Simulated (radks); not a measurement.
Task: Ge+, configuration [Ar] 3d10 4s2 4p1. Calculated with a radial shooting solver on a logarithmic mesh with Libxc functionals: Dirac Kohn-Sham, PBE, spin-unpolarised, spherical densities, point nucleus; open shells fill j = l - 1/2 first. Some entries of the table are withheld. Estimate them.

orbital  occ.  eigenvalue (eV)  r(max) (bohr)
1s1/2       2        -10966.91        0.03072
2s1/2       2              (1)         0.1761
2p1/2       2        -1228.619         0.1392
2p3/2       4        -1196.745         0.1421
3s1/2       2        -177.3784            (2)
3p1/2       2        -127.4130         0.5376
3p3/2       4        -123.1368         0.5460
3d3/2       4              (3)         0.5020
3d5/2       6              (4)         0.5049
4s1/2       2         -19.8067          1.713
4p1/2       1              (5)          2.065
4p3/2       0              (6)          2.098

Result: 
(1) 2s1/2 eigenvalue (eV): -1380.190
(2) 3s1/2 r(max) (bohr): 0.5425
(3) 3d3/2 eigenvalue (eV): -38.5818
(4) 3d5/2 eigenvalue (eV): -37.9962
(5) 4p1/2 eigenvalue (eV): -11.3659
(6) 4p3/2 eigenvalue (eV): -11.1229
